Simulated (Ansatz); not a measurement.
Task: Name a neutral molecule of N, S, Sb and H with size of the dipole moment (ωB97M-V/def2-TZVPP) between 2.00 and 2.30 D and HOMO energy (B3LYP/def2-TZVPP) between -7.00 and -6.70 eV (Ansatz, PBE0-D4/def2-TZVP geometry).

Result: `[NH2][SbH][SH]` (2.27 D, -6.82 eV). Other molecules can fit too; these were computed, each in one conformer that needn't be the lowest.

B3LYP here is the variant with VWN-RPA as its local correlation; programs differ in this.
